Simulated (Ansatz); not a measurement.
Molecule: BPH₃ (charge 0, doublet). SMILES: B[PH]
Geometry: optimised at B3LYP-D3(BJ)/def2-TZVP (Ansatz, an electronic-structure program).

Property: enthalpy of formation at 298 K, in kcal/mol. Set-up: 6-31G* and kin with 6d, 5d where marked; LANL2DZ with its own core potentials from Na on; open shells spin-unrestricted; 6-311+G** with 5d, 6d on Na to Ar in Ansatz; dispersion terms only where a functional's name holds one; valence correlation only; non-relativistic; spin-orbit terms left out. CBS(X,Y): correlation extrapolated as X^-3; Hartree-Fock from the larger set. First-principles rows: single points at B3LYP-D3(BJ) geometries (Ansatz), with unscaled harmonic terms from B3LYP/6-31G* at its own minima, enthalpies of formation by atomisation with measured atoms.

Coupled cluster (Ansatz) is a level with limits of its own, used here on species with T1 under 0.025 (0.045 for open shells) and stable references: CCSD(T)/CBS(cc-pV(T+d)Z,cc-pV(Q+d)Z).

Value to compare with, CCSD(T)/CBS(cc-pV(T+d)Z,cc-pV(Q+d)Z) (Ansatz): 55.3 kcal/mol.

```csv
level,program,enthalpy of formation at 298 K (kcal/mol),difference
B3LYP/STO-3G,Ansatz,-69.8,-125.1
B3LYP/3-21G,Ansatz,65.0,9.7
B3LYP/LANL2DZ,Ansatz,69.3,14.0
B3LYP/6-31G,Ansatz,66.2,10.9
B3LYP/6-31G*,Ansatz,49.8,-5.5
B3LYP/6-31+G*,Ansatz,52.1,-3.2
B3LYP/6-31G**,Ansatz,47.5,-7.8
B3LYP/def2-SVP,Ansatz,49.9,-5.4
B3LYP/cc-pVDZ,Ansatz,56.0,0.7
B3LYP/6-311+G**,Ansatz,51.6,-3.7
B3LYP/def2-TZVPD,Ansatz,48.3,-7.0
```

Among the 10 habitual levels, B3LYP/STO-3G lies farthest from CCSD(T)/CBS(cc-pV(T+d)Z,cc-pV(Q+d)Z) (Ansatz) (-125.1 kcal/mol) and B3LYP/cc-pVDZ nearest (0.7); 4 of 10 lie above it, and their mean absolute difference is 18.6 kcal/mol, the median 6.7. One case shows no general order.

The sets are all those run for this method; runs whose electronic state is in doubt are left out.
